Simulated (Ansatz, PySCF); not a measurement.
Species: sum formula BNH3, charge 0, multiplicity 2. It need not be the lowest isomer of its formula. 
Geometry from a B3LYP-D3(BJ)/def2-TZVP (Ansatz, a first-principles code) optimisation:
```xyz
5

B     -0.8557    -0.0049    -0.0224
N      0.5158    -0.1008     0.0086
H     -1.4780     1.0104     0.0090
H      1.1355     0.6983     0.0620
H      1.0102    -0.9785    -0.0196
```
Charge 0, spin multiplicity 2.

Total electronic energies in hartree. Valence correlation only, unless marked. Open shells are spin-unrestricted. No spin-orbit coupling. Non-relativistic. CBS(X,Y): correlation extrapolated as X^-3; Hartree-Fock from the larger set. [CCSD(T)-MP2]/basis is that difference in the basis named.

```tsv
level	program	energy (Eh)
HF/cc-pVDZ	Ansatz	-80.85962
RI-HF/aug-cc-pVTZ	Ansatz	-80.88668
RI-HF/def2-TZVPPD	Ansatz	-80.88880
RI-HF/aug-cc-pVQZ	Ansatz	-80.89186
RI-HF/def2-QZVPP	Ansatz	-80.89252
PBE-D3(BJ)/def2-TZVPD	Ansatz + dftd3	-81.28240
BP86-D3(BJ)/def2-TZVPD	PySCF + dftd3	-81.39504
PBE0-D3(BJ)/def2-TZVPD	Ansatz + dftd3	-81.29329
CAM-B3LYP-D4/def2-TZVPD	Ansatz + dftd4	-81.35319
B2PLYP-D3(BJ)/def2-TZVPD	Ansatz + dftd3	-81.32177
MP2/def2-SVP	Ansatz	-81.03277
MP2/aug-cc-pVTZ	Ansatz	-81.18747
MP2/cc-pwCVTZ	Ansatz	-81.18696
MP2/CBS(def2-TZVPPD,def2-QZVPPD)	Ansatz	-81.2233
RI-MP2/aug-cc-pVTZ	Ansatz	-81.18740
RI-MP2/def2-TZVPP	Ansatz	-81.18363
SCS-MP2/cc-pVTZ	Ansatz	-81.18289
SCS-MP2/def2-QZVPPD	Ansatz	-81.21192
CCSD/cc-pwCVTZ	Ansatz	-81.20597
CCSD/CBS(cc-pVTZ,cc-pVQZ)	Ansatz	-81.2367
RI-MP2/CBS(aug-cc-pVTZ,aug-cc-pVQZ)+[CCSD(T)-MP2]/aug-cc-pVTZ	Ansatz	-81.2549
CCSD(T)/CBS(def2-TZVPP,def2-QZVPP)	Ansatz	-81.2510
CCSD(T)/CBS(def2-TZVPPD,def2-QZVPPD)	Ansatz	-81.2506
```

Totals of different functionals don't rank their quality; only differences between species are comparable.
